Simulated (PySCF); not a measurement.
**Shifts of the heteroatoms**

Atom-mapped SMILES (the numbers label the heavy atoms): `[CH3:1][O:2][SiH:3]([O:4][CH3:5])[C:6]([Cl:7])([Cl:8])[Cl:9]`. Hydrogens are named by the atom that carries them.

Calculated, not measured (PySCF 2.14.0 with density-fitted response routines): σ from GIAO-PBE0/pcSseg-1, geometry from GFN2-xTB. No solvent, a single conformation, fast rotation and ring inversion assumed for equivalent nuclei, non-relativistic.

Question: Where does ²⁹Si resonate?

Answer: 
| atoms | environment | σ (ppm) | δ (ppm) |
| --- | --- | --- | --- |
| Si3 | silicon bonded to C, 2 O, H | 404.7 | -52.6 |

Shieldings were converted by a linear fit to measured shifts: ²⁹Si: δ = 279.94 − 0.822σ (rms 8.9 ppm, 72 shifts, 25.8 ppm with the 6 outliers that the fit left out vs TMS, solution or neat liquid). Occasional misses reach two or three times the rms, and more in compound classes unlike the fitted ones.

On a 600 MHz spectrometer ²⁹Si resonates near 119.2 MHz, so 1 ppm is 119.2 Hz.

Question: Where does ¹⁷O resonate?

Answer: 
```csv
atoms,environment,σ (ppm),δ (ppm)
O2/O4,"oxygen bonded to C, Si",311.6,-17.1
```

Shieldings were converted by a linear fit to measured shifts: ¹⁷O: δ = 266.70 − 0.911σ (rms 10.7 ppm, 155 shifts, 12.2 ppm with the 3 outliers that the fit left out vs liquid water, solution or neat liquid). Occasional misses reach two or three times the rms, and more in compound classes unlike the fitted ones.

On a 300 MHz spectrometer ¹⁷O resonates near 40.7 MHz, so 1 ppm is 40.7 Hz.
